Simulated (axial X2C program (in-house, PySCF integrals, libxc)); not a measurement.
Potential curves of HfTe, without spin–orbit coupling

All values were computed with an in-house relativistic program for diatomic molecules. Spin-free means the one-electron spin-free X2C Hamiltonian. Basis: Hf dyall-cv3z [13s14p9d7f4g], Te dyall-cv3z [11s12p8d4f1g] (cores contracted in-house); Gaussian nuclei, density fitting, unrestricted open shells. Masses: Hf 179.947 u, Te 129.906 u.

State: M_S = 0, Λ = 0 (closed shell). Energies in eV from the fragments at the same level (Hf + Te). Fits are polynomials in 1 − R0/R over 0.85 to 1.23 times the lowest point R0.

| R (Å) | HF | CCSD | MP2 |
| --- | --- | --- | --- |
| 2.1828 | -0.0976 |  | -2.5556 |
| 2.2832 | -1.1105 | -3.0886 | -3.5518 |
| 2.3585 | -1.5611 | -3.5432 | -3.9971 |
| 2.4337 | -1.8094 | -3.7997 | -4.2462 |
| 2.5090 | -1.9003 | -3.9028 | -4.3437 |
| 2.5968 | -1.8538 | -3.8751 | -4.3111 |
| 2.6846 | -1.6854 | -3.7292 | -4.1612 |
| 2.7975 | -1.3446 | -3.4214 | -3.8451 |
| 2.9355 | -0.8132 |  | -3.3259 |
| 3.1362 | 0.0349 |  | -2.3667 |

Correlated methods: 10 electrons correlated (number of frozen shells: Hf 5 s, 4 p, 2 d, 1 f; Te 4 s, 3 p, 2 d), 366 virtual spin orbitals or spinors in MP2.

Occupations by symmetry block were frozen at the best pattern of an incomplete PBE0 search. Closed shells are restricted here (equal orbitals for both partners); the stretched side of such a curve lies too high. Dissociation energies refer to the lowest single-determinant-based atoms at the same level and basis. CCSD ran in a truncated set of natural virtual spinors with an MP2 remainder; without triples it tends to underbind. Other states lie close and PBE0, whose exact exchange favours high spin, may order them wrongly; the determinant shown need not be the ground state. The nearest other spin-free determinant of the search, M_S = 1, Λ = 2, lies 0.40 eV up at the distance of the search. The outer-core s and p shells of the metal are frozen in the correlated rows, which leaves out core–valence correlation; for alkali and alkaline-earth bonds that tends to lengthen them. The T1 diagnostic is large, a sign of multireference character. With the outer-core shells frozen, correlated bond lengths of heavy atoms tend to come out a few hundredths of an ångström too long. Spin-free De lacks the spin–orbit lowering of the heavy p-block atom, a tenth of an eV or more for 4p and 5p, up to an eV for 6p and one to two eV for 7p atoms, less what an open-shell molecule gains itself. Coupled cluster ran on the points near the minimum only. MP2 and coupled cluster on one determinant become unreliable at the stretched end.

Fit the HF curve near its minimum: give the equilibrium distance, the harmonic wavenumber and the well depth.

At HF, spin-free: Re = 2.525 Å, ωe ≈ 271 cm⁻¹, De = 1.90 eV to Hf + Te; Be follows as 0.0351 cm⁻¹.

Fit the CCSD curve near its minimum: give the equilibrium distance, the harmonic wavenumber and the well depth.

At CCSD, spin-free: Re = 2.535 Å, ωe ≈ 262 cm⁻¹, De = 3.91 eV to Hf + Te; Be follows as 0.0348 cm⁻¹.

What are Re, ωe and De at the MP2 level?

At MP2, spin-free: Re = 2.532 Å, ωe ≈ 262 cm⁻¹, De = 4.35 eV to Hf + Te; Be follows as 0.0349 cm⁻¹.
